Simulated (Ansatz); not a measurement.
`CO[SiH](F)O[SiH2]F` + H₂ → `CO[SiH](F)O[SiH3]` + H–F  (hydrogenolysis of the Si–F bond)

Program: Ansatz. Geometries: PBE0-D4/def2-TZVP. ΔE: electronic, gas phase. CBS: MP2 limit from def2 TZ/QZ plus the TZ coupled-cluster correction, frozen cores. This one scheme is used for every species. Functionals use def2-TZVPP. One conformer a species, not always the lowest.

`CO[SiH](F)O[SiH2]F`:

Z-matrix (Å, degrees):
```
C
O 1 1.413
H 1 1.094 2 111.1
H 1 1.090 2 107.9 3 119.2
H 1 1.095 2 111.4 3 -121.8
Si 2 1.615 1 126.3 3 66.8
O 6 1.623 2 112.2 1 -58.9
F 6 1.583 2 105.8 1 -177.3
H 6 1.471 2 113.1 1 63.6
Si 7 1.621 6 149.9 2 -36.3
F 10 1.596 7 108.6 6 60.6
H 10 1.476 7 108.6 6 177.4
H 10 1.477 7 110.9 6 -57.2
```

H₂:

Cartesian coordinates in Å:
```
H 0.228 0.282 -0.087
H -0.228 -0.282 0.087
```

`CO[SiH](F)O[SiH3]`:

Cartesian coordinates in Å:
```
C 2.231 0.903 0.229
O 0.875 0.509 0.263
Si -0.047 0.187 -1.030
F 0.649 -0.947 -1.904
O -1.473 -0.337 -0.504
Si -2.265 -1.023 0.763
H 2.369 1.807 -0.375
H 2.547 1.118 1.250
H 2.862 0.107 -0.176
H -0.218 1.354 -1.912
H -3.592 -1.463 0.274
H -2.435 -0.025 1.848
H -1.504 -2.190 1.275
```

H–F:

Cartesian coordinates in Å:
```
F -0.314 0.329 -0.071
H 0.314 -0.329 0.071
```

Is it downhill or uphill in electronic energy at CCSD(T)/CBS, and by how much? (Estimate.)

The calculation gave: Uphill: ΔE = +31.7 kcal/mol.

What do these levels give: r2SCAN-D4, PBE0, HF/def2-TZVPP, CCSD(T)/def2-TZVPP, HF/def2-QZVPP, SCS-MP2/def2-QZVPP? (Best estimate.)

Computed: r2SCAN-D4 33.5, PBE0 29.5, HF/def2-TZVPP 31.5, CCSD(T)/def2-TZVPP 31.2, HF/def2-QZVPP 32.0, SCS-MP2/def2-QZVPP 32.4 kcal/mol.

Largest T1 diagnostic among the species: 0.012.

The D4 term adds +0.9 kcal/mol with B3LYP and +0.5 kcal/mol with PBE0; it sums over pairs of atoms, weighted by their polarisabilities, and B3LYP, whose exchange is more repulsive, gets the larger term.

B3LYP here is the variant with VWN-RPA as its local correlation; programs differ in this.
